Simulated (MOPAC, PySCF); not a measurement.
C4H7NSi, SMILES `[SiH3]c1cc[nH]c1`, neutral singlet in the gas phase. 

Cartesian coordinates (Å):
```xyz
13

Si     2.1615    -0.0726     0.0609
C      0.3196    -0.0288     0.0200
C     -0.6081    -0.9540     0.5910
C     -1.8691    -0.5173     0.3106
N     -1.7569     0.6384    -0.4117
C     -0.4417     0.9388    -0.5908
H      2.6947    -1.3006    -0.5731
H      2.6804    -0.0339     1.4478
H      2.6846     1.1024    -0.6734
H     -0.3655    -1.8437     1.1485
H     -2.8312    -0.9290     0.5618
H     -2.5272     1.1816    -0.7565
H     -0.1412     1.8167    -1.1377
```
Charge 0, spin multiplicity 1.

All levels are single points at this geometry (CAM-B3LYP-D3(BJ)/def2-TZVP); Pople sets use spherical d functions. Orbital energies aren't observables, and empty levels follow the basis.

| level | HOMO (eV) | LUMO (eV) | gap (eV) | dipole (D) | vertical IE, Delta-SCF (eV) |
|---|---|---|---|---|---|
| CAM-B3LYP-D3(BJ)/def2-TZVP in PySCF | -7.64 | 1.69 | 9.33 | 2.97 | 8.37 |
| TPSSh-D3(BJ)/def2-TZVP in PySCF | -5.78 | 0.32 | 6.10 | 3.02 | 8.22 |
| BP86/6-31G* in PySCF | -5.13 | 0.15 | 5.28 | 3.08 | – |
| M06-2X/6-31G* in PySCF | -7.22 | 2.17 | 9.39 | 2.98 | – |
| PBE/6-31G* in PySCF | -5.04 | 0.25 | 5.29 | 3.08 | 8.09 |
| HF/6-31G* in PySCF | -8.17 | 4.79 | 12.97 | 3.05 | 6.90 |
| AM1 in MOPAC | -8.87 | 1.35 | 10.22 | 2.44 | – |
| PM3 in MOPAC | -8.78 | 0.87 | 9.65 | 2.36 | – |
| PM6 in MOPAC | -9.15 | 0.73 | 9.88 | 3.00 | – |
